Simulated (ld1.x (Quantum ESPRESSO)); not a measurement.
# What one change does to a pseudopotential (terbium, PAW)

```json
{
 "Element": "Tb (Z = 65)",
 "Generator": "ld1.x (Quantum ESPRESSO) 7.5",
 "Type": "PAW",
 "Functional": "PBEsol",
 "Relativity": "scalar-relativistic",
 "Frozen core": "[Kr] 4d10 4f8",
 "Valence charge": "11",
 "Reference configuration": "5s2 5p6 5d1 6s1.75 6p0.25",
 "Partial waves": "5s (bound): rcut 1.75, rcutus 2.15 bohr; 6s (bound): rcut 1.75, rcutus 2.15 bohr; 5p (bound): rcut 2.40, rcutus 2.80 bohr; 6p (bound): rcut 2.40, rcutus 2.80 bohr; 5d (bound): rcut 1.90, rcutus 2.25 bohr; 5d channel at 1 Ry: rcut 1.90, rcutus 2.25 bohr",
 "Local potential": "all-electron potential smoothed inside 2.05 bohr (lloc = -2)",
 "Core correction": "Bessel-smoothed model core inside 1.85 bohr",
 "Augmentation charge": "BESSEL, radius 1.60 bohr"
}
```

All-electron outer shells of the reference configuration (PBEsol, scalar-relativistic, ld1.x):

| shell | level (eV) | outermost node (bohr) | outermost maximum (bohr) |
| --- | --- | --- | --- |
| 4d | -154.10 | 0.26 | 0.55 |
| 5s | -51.65 | 0.64 | 1.18 |
| 5p | -28.24 | 0.69 | 1.33 |
| 4f | -9.35 | – | 0.55 |
| 6s | -4.42 | 1.57 | 3.32 |
| 5d | -2.72 | 0.77 | 1.94 |
| 6p | -1.48 | 1.89 | 4.48 |

Change: all radii but the core radius scaled by about 1.12 (s 2.42, p 3.14, d 2.52 bohr, rcut 1.96/2.70/2.14); local potential all-electron potential smoothed inside 2.30 bohr (lloc = -2); augmentation BESSEL, radius 1.80 bohr.

Cutoffs: the cutoffs (Ry, on a coarse ladder) from which the occupation-weighted sum of valence levels, in a spherical-Bessel basis at the reference potential, stays within 10 and 1 mRy of its value at 400 Ry; they do not see the model core or the augmentation charge, which bear on the density cutoff. Errors are all-electron minus pseudo energies relative to the spin-unpolarised reference configuration.

Question: How do hardness, ghosts and transferability respond?

Answer: The potential gets softer (18 Ry and 25 Ry → 15 Ry and 21 Ry); the number of tests that count goes from 6 to 5 (the test run of the changed file stopped, so its transferability is not established); of the 5 tests that both files solve, the error grows in 1 and shrinks in 0 by more than 15 % and 0.3 meV (median size 3.1 → 3.2 meV); neither file shows a bound ghost at the reference potential, the only one tested. A larger radius leaves more room for a smooth pseudo-wave, so fewer plane waves are needed.

| quantity | base | changed |
| --- | --- | --- |
| cutoff, loose | 18 Ry | 15 Ry |
| cutoff, tight | 25 Ry | 21 Ry |
| loose cutoff by channel (10 mRy a level) | s 12 Ry, p 15 Ry, d 15 Ry | s 12 Ry, p 12 Ry, d 12 Ry |
| bound ghosts | none | none |
| tests counted (converged, no solver errors) | 6 of 7 | 5 of 7 (the test run stopped) |
| error for 5s2 5p6 5d1 6s2 6p0, meV [ΔE -0.73 eV] | +0.4 | +0.9 |
| error for 5s2 5p6 5d1 6s1 6p0, meV [ΔE 6.04 eV] | -3.1 | -3.2 |
| error for 5s2 5p6 5d1 6s0 6p0, meV [ΔE 18.25 eV] | -20 | -18 |
| error for 5s2 5p6 5d2 6s1 6p0, meV [ΔE 1.21 eV] | -8.4 | -8.8 |
| error for 5s2 5p6 5d1 6s1.5 6p0, meV [ΔE 2.00 eV] | -0.6 | -0.6 |
| lowest overlap eigenvalue by channel | s 0.08, p 0.11, d 0.94 | s 0.06, p 0.11, d 0.77 |

Base: Tests not counted: 5s1 5p6 5d1 6s2 6p0 (solver errors, printed error -627 eV).
